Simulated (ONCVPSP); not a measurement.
chromium, ONCV: configuration errors across variants

| Quantity | Value |
| --- | --- |
| Element | Cr |
| Generator | ONCVPSP 4.0.1 |
| Type | optimised norm-conserving Vanderbilt (ONCV) |
| Functional | PBE |
| Relativity | fully relativistic |
| Frozen core | [Ne] |
| Valence charge | 14 |
| Reference configuration | 3s2 3p6 3d4 (charge +2) |
| Partial waves | 3s: rc 1.25 bohr, ncon 3, nbas 7, qcut 9.4 1/bohr, 1 projector; 3p: rc 1.40 bohr, ncon 3, nbas 6, qcut 11.4 1/bohr, 2 projectors, debl 4 Ha; 3d: rc 1.10 bohr, ncon 4, nbas 9, qcut 14.5 1/bohr, 3 projectors, debl 1.5 Ha |
| Local potential | polynomial inside 0.80 bohr (lpopt 3, dvloc0 0 Ha) |
| Core correction | none |

Open shells are filled in proportion to 2j + 1.

All-electron excitation energies from the reference (eV): (1) 3s2 3p6 3d5 -16.052; (2) 3s2 3p6 3d3 30.748; (3) 3s2 3p6 3d4 4s1 4p1 -19.448.

Errors AE − PS in meV (a dash: test not solved or not reliable):

| change | (1) | (2) | (3) | bound ghosts | GHOST(+) flags above zero |
| --- | --- | --- | --- | --- | --- |
| base | +2.1 | +11 | +267 | none | none |
| all radii scaled by about 0.78 (s 0.98, p 1.08, d 0.86 bohr); local potential polynomial inside 0.62 bohr (lpopt 3, dvloc0 0 Ha) | +0.9 | +5.9 | +197 | none | d5/2, d3/2 |
| all radii scaled by about 0.85 (s 1.06, p 1.20, d 0.94 bohr); local potential polynomial inside 0.68 bohr (lpopt 3, dvloc0 0 Ha) | +1.2 | +7.3 | +205 | none | none |
| all radii scaled by about 0.89 (s 1.12, p 1.24, d 0.98 bohr); local potential polynomial inside 0.72 bohr (lpopt 3, dvloc0 0 Ha) | +1.5 | +8.1 | +218 | none | none |
| all radii scaled by about 1.07 (s 1.34, p 1.50, d 1.18 bohr); local potential polynomial inside 0.86 bohr (lpopt 3, dvloc0 0 Ha) | +2.5 | +13 | +297 | none | none |
| all radii scaled by about 1.15 (s 1.44, p 1.62, d 1.26 bohr); local potential polynomial inside 0.92 bohr (lpopt 3, dvloc0 0 Ha) | +2.7 | +15 | +332 | none | none |
| all radii scaled by about 1.20 (s 1.50, p 1.68, d 1.32 bohr); local potential polynomial inside 0.96 bohr (lpopt 3, dvloc0 0 Ha) | +2.8 | +16 | +337 | none | none |
| all radii scaled by about 1.25 (s 1.56, p 1.74, d 1.38 bohr); local potential polynomial inside 1.00 bohr (lpopt 3, dvloc0 0 Ha) | +2.9 | +17 | +343 | none | none |
| all radii scaled by about 1.32 (s 1.66, p 1.84, d 1.46 bohr); local potential polynomial inside 1.06 bohr (lpopt 3, dvloc0 0 Ha) | +3.0 | +20 | +351 | none | none |

Give the same row for: all radii scaled by about 0.96 (s 1.20, p 1.34, d 1.06 bohr); local potential polynomial inside 0.76 bohr (lpopt 3, dvloc0 0 Ha).

+1.9, +9.7, +252; bound ghosts: none; GHOST(+) flags above zero: none.
